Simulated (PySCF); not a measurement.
Isomers of C9H9F, from PBE0-D3(BJ)/def2-SVP geometry optimisation, gas phase in PySCF 2.14.0. One conformer each, no zero-point energy, no frequencies.

Question: Which is lowest in electronic energy at this level?
A. `[F:1][CH2:2][C:3]1=[CH:4][C@@H:5]2[C@@H:6]3[CH:7]=[CH:8][C@H:9]1[C@H:10]23` with F1–C2–C3–C4 2°, C3–C4–C5–C6 56°, C4–C5–C6–C7 0°, C5–C6–C7–C8 -55°, C7–C8–C9–C10 -16°: A = 2883, B = 1083, C = 960.7 MHz, dipole 1.60 D
B. `[CH2:1]=[CH:2][c:3]1[cH:4][cH:5][c:6]([CH3:7])[cH:8][c:9]1[F:10]` with C1–C2–C3–C4 -3°: A = 2509, B = 959.9, C = 697.4 MHz, dipole 1.66 D
C. `[F:1][CH2:2][C@:3]12[CH:4]=[CH:5][C@H:6]([CH:7]=[CH:8]1)[CH:9]=[CH:10]2` with F1–C2–C3–C4 61°: A = 2677, B = 1165, C = 1135 MHz, dipole 1.64 D
D. `[F:1][c:2]1[cH:3][cH:4][cH:5][c:6]([CH:7]2[CH2:8][CH2:9]2)[cH:10]1` with C5–C6–C7–C8 147°: A = 2484, B = 933.0, C = 716.4 MHz, dipole 1.74 D
E. `[CH2:1]=[CH:2][CH2:3][c:4]1[cH:5][cH:6][c:7]([F:8])[cH:9][cH:10]1` with C1–C2–C3–C4 121°, C2–C3–C4–C5 129°: A = 3906, B = 672.0, C = 592.6 MHz, dipole 1.48 D
F. `[F:1][c:2]1[cH:3][cH:4][c:5]([CH:6]2[CH2:7][CH2:8]2)[cH:9][cH:10]1` with C4–C5–C6–C7 -36°: A = 4124, B = 730.1, C = 652.1 MHz, dipole 1.91 D
G. `[CH2:1]=[CH:2][c:3]1[cH:4][cH:5][c:6]([CH2:7][F:8])[cH:9][cH:10]1` with C1–C2–C3–C4 -3°, C5–C6–C7–F8 -4°: A = 3962, B = 685.2, C = 586.5 MHz, dipole 1.46 D

Answer: B. That is `C=Cc1ccc(C)cc1F`, 4.6 kcal/mol below the next.

```json
{"SMILES": "C=Cc1ccc(C)cc1F", "mapped SMILES": "[CH2:1]=[CH:2][c:3]1[cH:4][cH:5][c:6]([CH3:7])[cH:8][c:9]1[F:10]", "E (Eh)": "-447.38206", "relative (kcal/mol)": "0.0", "relative (kJ/mol)": "0.0", "dipole (D)": "1.66"}
{"SMILES": "Fc1cccc(C2CC2)c1", "mapped SMILES": "[F:1][c:2]1[cH:3][cH:4][cH:5][c:6]([CH:7]2[CH2:8][CH2:9]2)[cH:10]1", "E (Eh)": "-447.37479", "relative (kcal/mol)": "4.6", "relative (kJ/mol)": "19.1", "dipole (D)": "1.74"}
{"SMILES": "Fc1ccc(C2CC2)cc1", "mapped SMILES": "[F:1][c:2]1[cH:3][cH:4][c:5]([CH:6]2[CH2:7][CH2:8]2)[cH:9][cH:10]1", "E (Eh)": "-447.37374", "relative (kcal/mol)": "5.2", "relative (kJ/mol)": "21.9", "dipole (D)": "1.91"}
{"SMILES": "C=CCc1ccc(F)cc1", "mapped SMILES": "[CH2:1]=[CH:2][CH2:3][c:4]1[cH:5][cH:6][c:7]([F:8])[cH:9][cH:10]1", "E (Eh)": "-447.37296", "relative (kcal/mol)": "5.7", "relative (kJ/mol)": "23.9", "dipole (D)": "1.48"}
{"SMILES": "C=Cc1ccc(CF)cc1", "mapped SMILES": "[CH2:1]=[CH:2][c:3]1[cH:4][cH:5][c:6]([CH2:7][F:8])[cH:9][cH:10]1", "E (Eh)": "-447.37263", "relative (kcal/mol)": "5.9", "relative (kJ/mol)": "24.8", "dipole (D)": "1.46"}
{"SMILES": "FCC1=C[C@@H]2[C@@H]3C=C[C@H]1[C@H]23", "mapped SMILES": "[F:1][CH2:2][C:3]1=[CH:4][C@@H:5]2[C@@H:6]3[CH:7]=[CH:8][C@H:9]1[C@H:10]23", "E (Eh)": "-447.32142", "relative (kcal/mol)": "38.1", "relative (kJ/mol)": "159.2", "dipole (D)": "1.60"}
{"SMILES": "FCC12C=CC(C=C1)C=C2", "mapped SMILES": "[F:1][CH2:2][C@:3]12[CH:4]=[CH:5][C@H:6]([CH:7]=[CH:8]1)[CH:9]=[CH:10]2", "E (Eh)": "-447.31228", "relative (kcal/mol)": "43.8", "relative (kJ/mol)": "183.2", "dipole (D)": "1.64"}
```

As drawn, the lowest has an aromatic ring, which the highest lacks; the highest has a quaternary carbon, which the lowest lacks.
